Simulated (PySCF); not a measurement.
(E)-1,2-dibromo-1-chloroethene (C₂HBr₂Cl), SMILES Cl/C(Br)=C\Br.

Coordinates come from a PBE0-D3(BJ)/def2-SVP optimisation.

Two levels are set side by side: TDA-PBE/def2-SVPD (PySCF) and TDA-LC-ωPBE/def2-SVPD (PySCF). Vertical, same geometry. The lowest singlet is HOMO→LUMO 99 % with PBE and HOMO→LUMO+1 78 % with the other functional; states are paired by order. Differences are taken from unrounded values.

| quantity | TDA-LC-ωPBE |
|---|---|
| lowest singlet excitation (eV) | 5.47 |
| lowest triplet excitation (TDA) (eV) | 3.59 |
| first bright state (f over 0.05) (eV) | 6.41 |
| its oscillator strength | 0.49 |

### Question
What does TDA-PBE give, and how far is it from TDA-LC-ωPBE? (Estimate from the structure and the level; the computed values follow.)

### Answer

| quantity | TDA-PBE | TDA-PBE minus TDA-LC-ωPBE |
|---|---|---|
| lowest singlet excitation (eV) | 4.37 | -1.10 |
| lowest triplet excitation (TDA) (eV) | 3.60 | 0.01 |
| first bright state (f over 0.05) (eV) | 5.34 | -1.06 |
| its oscillator strength | 0.06 | -0.42 |

A lower first singlet is the usual sign of a functional without exact exchange. Differences between two approximate levels are no errors against the true value.

Rough cost on one machine, each run with all the roots and properties that it gave: TDA-LC-ωPBE against TDA-PBE about 4 times.
